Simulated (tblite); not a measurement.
C₃H₇N₃SeSi.
Bonds: C1–C2, C2–N3 (aromatic), N3–C4 (aromatic), C4–N5 (aromatic), N5–Si6, Si6–Se7, N5–N8 (aromatic), C2–N8 (aromatic). Hydrogens: H9, H10, H11 on C1; H12 on C4; H13, H14 on Si6; H15 on Se7.

Computed with GFN2-xTB (tblite), gas phase: L-BFGS steps from a force-field or distance-geometry start until the largest atomic force falls under 0.01 eV/Å.

Step 1: E = -645.2351 eV
```
atom  x, y, z in Å  |  force x, y, z in eV/Å
C1      2.7237    0.2661   -0.3529   -0.698  -0.111   0.056
C2      1.3376   -0.3357   -0.3390   -0.209   0.244   0.104
N3      1.0165   -1.6549   -0.3633    0.256  -0.571  -0.158
C4     -0.2883   -1.7001   -0.3313   -0.139  -0.293   0.117
N5     -0.8014   -0.4460   -0.2620   -0.119   0.099  -0.057
Si6    -2.4945    0.1193   -0.1934    0.430   0.205   0.221
Se7    -2.4919    2.3795    0.2072    0.568   0.126  -0.025
N8      0.2579    0.4138   -0.2694   -0.364   0.180  -0.020
H9      2.8411    0.8212    0.5864    0.166  -0.293  -0.166
H10     3.5153   -0.4888   -0.4791   -0.553   0.352   0.083
H11     2.7523    1.0177   -1.1505    0.124  -0.317   0.074
H12    -0.9000   -2.6199   -0.3349    0.597   0.971  -0.004
H13    -3.1829   -0.5106    0.9610    0.327   0.080  -0.325
H14    -3.2013   -0.1598   -1.4591    0.302   0.020   0.211
H15    -1.0886    2.9062    0.2527   -0.688  -0.692  -0.111
```

Step 2: E = -645.3108 eV
```
atom  x, y, z in Å  |  force x, y, z in eV/Å
C1      2.7111    0.2679   -0.3513   -0.542  -0.307  -0.002
C2      1.3267   -0.3313   -0.3366    0.046  -0.109   0.033
N3      1.0149   -1.6692   -0.3667    0.425   0.239  -0.076
C4     -0.2811   -1.7044   -0.3290   -0.324   0.296   0.079
N5     -0.8070   -0.4454   -0.2632    0.265  -0.086  -0.039
Si6    -2.4850    0.1238   -0.1881    0.240   0.205   0.068
Se7    -2.4793    2.3822    0.2066    0.225   0.028  -0.026
N8      0.2545    0.4193   -0.2700   -0.455  -0.136  -0.008
H9      2.8446    0.8141    0.5815    0.119  -0.135   0.049
H10     3.5043   -0.4818   -0.4774   -0.516   0.221   0.066
H11     2.7550    1.0099   -1.1478    0.057  -0.140  -0.067
H12    -0.8883   -2.6003   -0.3350    0.212   0.392  -0.002
H13    -3.1759   -0.5089    0.9539    0.275   0.052  -0.219
H14    -3.1952   -0.1595   -1.4550    0.317   0.049   0.245
H15    -1.1036    2.8916    0.2504   -0.345  -0.568  -0.100
```

Step 3: E = -645.3625 eV
```
atom  x, y, z in Å  |  force x, y, z in eV/Å
C1      2.6920    0.2645   -0.3502   -0.263  -0.126   0.001
C2      1.3168   -0.3319   -0.3341    0.161  -0.060  -0.030
N3      1.0193   -1.6735   -0.3705    0.231   0.580   0.012
C4     -0.2775   -1.6985   -0.3258   -0.117   0.286   0.001
N5     -0.8062   -0.4481   -0.2649    0.158   0.000   0.009
Si6    -2.4732    0.1316   -0.1830    0.119   0.188  -0.053
Se7    -2.4660    2.3846    0.2057   -0.271  -0.116  -0.031
N8      0.2446    0.4204   -0.2706   -0.206  -0.193   0.004
H9      2.8494    0.8060    0.5788    0.022  -0.048   0.137
H10     3.4857   -0.4726   -0.4749   -0.351  -0.060   0.023
H11     2.7580    1.0010   -1.1471   -0.045  -0.043  -0.119
H12    -0.8769   -2.5799   -0.3351   -0.126  -0.096   0.000
H13    -3.1652   -0.5067    0.9444    0.213   0.008  -0.086
H14    -3.1841   -0.1583   -1.4469    0.307   0.063   0.215
H15    -1.1212    2.8693    0.2466    0.168  -0.382  -0.084
```

Step 4: E = -645.3846 eV
```
atom  x, y, z in Å  |  force x, y, z in eV/Å
C1      2.6798    0.2623   -0.3495    0.008   0.074   0.014
C2      1.3144   -0.3321   -0.3335    0.031   0.106  -0.036
N3      1.0236   -1.6671   -0.3719    0.052   0.393   0.038
C4     -0.2761   -1.6926   -0.3244   -0.017   0.072  -0.035
N5     -0.8047   -0.4487   -0.2654    0.043   0.026   0.027
Si6    -2.4659    0.1380   -0.1815    0.064   0.151  -0.047
Se7    -2.4652    2.3836    0.2047   -0.402  -0.118  -0.026
N8      0.2381    0.4185   -0.2708   -0.008  -0.001   0.012
H9      2.8518    0.8014    0.5794   -0.039  -0.028   0.119
H10     3.4722   -0.4701   -0.4735   -0.247  -0.202  -0.001
H11     2.7585    0.9962   -1.1484   -0.095  -0.020  -0.100
H12    -0.8740   -2.5724   -0.3351   -0.164  -0.177   0.001
H13    -3.1570   -0.5056    0.9388    0.185  -0.015  -0.026
H14    -3.1743   -0.1568   -1.4401    0.267   0.054   0.137
H15    -1.1255    2.8534    0.2436    0.324  -0.314  -0.077
```

**Question.** Estimate the geometry and energy of step 5. (The exact step hangs on the optimiser's Hessian estimate; all steps are aligned on step 4, rigid shifts and turns removed.)

**Answer.** E = -645.4079 eV, largest force 0.415 eV/Å
```
atom  x, y, z in Å  |  force x, y, z in eV/Å
C1      2.6679    0.2623   -0.3483    0.249   0.231   0.021
C2      1.3114   -0.3287   -0.3334   -0.067   0.290  -0.020
N3      1.0286   -1.6547   -0.3728   -0.171   0.007   0.044
C4     -0.2751   -1.6869   -0.3238    0.107  -0.126  -0.058
N5     -0.8030   -0.4485   -0.2654   -0.075   0.048   0.037
Si6    -2.4567    0.1479   -0.1805    0.013   0.069   0.018
Se7    -2.4722    2.3804    0.2032   -0.319  -0.008  -0.009
N8      0.2316    0.4180   -0.2708    0.095   0.264   0.023
H9      2.8533    0.7957    0.5822   -0.084   0.006   0.086
H10     3.4529   -0.4718   -0.4721   -0.120  -0.322  -0.024
H11     2.7570    0.9904   -1.1516   -0.118   0.023  -0.069
H12    -0.8735   -2.5671   -0.3351   -0.128  -0.172   0.001
H13    -3.1443   -0.5048    0.9324    0.150  -0.042   0.035
H14    -3.1584   -0.1541   -1.4303    0.185   0.026  -0.013
H15    -1.1238    2.8298    0.2388    0.285  -0.293  -0.071
```

The energy changes by -0.0232 eV. The first-order estimate −F·Δx gives -0.0327 eV and the mean of the old and new forces, exact on a quadratic surface, -0.0231 eV. The step makes an angle of 45° with the force vector and moves no atom by more than 0.024 Å.

What follows is the cost of the whole relaxation. Hardware: one thread of an Intel Xeon at 2.50 GHz (shared host). Cost: 1.3 s wall, 1.2 s CPU.
